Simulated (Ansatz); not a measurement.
Consider the stannylene formation by 1,1-elimination: `[F][Sn]([F])([F])[F]` → F₂ + `[F][Sn][F]`.

Program: Ansatz. Geometries: PBE0-D4/def2-TZVP. ΔE: electronic, gas phase. CBS: MP2 limit from def2 TZ/QZ plus the TZ coupled-cluster correction, frozen cores. This one scheme is used for every species. DFT in def2-TZVPP. B3LYP here is the variant with VWN-RPA as its local correlation; programs differ in this. def2 core potentials past Kr. For Sn outer-core shells are correlated without core-valence functions, which leaves a few kJ/mol of doubt a bond.

```tsv
level	ΔE (kJ/mol)	difference from CCSD(T)/CBS
PBE-D4	501.3	-64.2
ωB97X-V	553.0	-12.5
ωB97M-V	542.9	-22.6
B3LYP	509.1	-56.4
r2SCANh	553.6	-11.9
r2SCAN0	565.3	-0.2
CCSD/def2-SVP	539.4	-26.1
SCS-MP2/def2-TZVPP	557.4	-8.1
MP2/def2-QZVPP	587.8	22.3
HF/CBS(def2)	613.1	47.6
CCSD(T)/CBS	565.5	0
```

Largest T1 diagnostic among the species: 0.017.

From PBE to PBE0 (25 % exact exchange), in def2-TZVPP and without D4, ΔE moves by +36.9 kJ/mol. In def2-TZVPP, CCSD(T) changes the Hartree–Fock value by −50.4 kJ/mol (the triples alone add −5.0 kJ/mol) and MP2 by −25.4 kJ/mol. The D4 term adds +6.6 kJ/mol with B3LYP and +3.5 kJ/mol with PBE0; it sums over pairs of atoms, weighted by their polarisabilities, and B3LYP, whose exchange is more repulsive, gets the larger term.
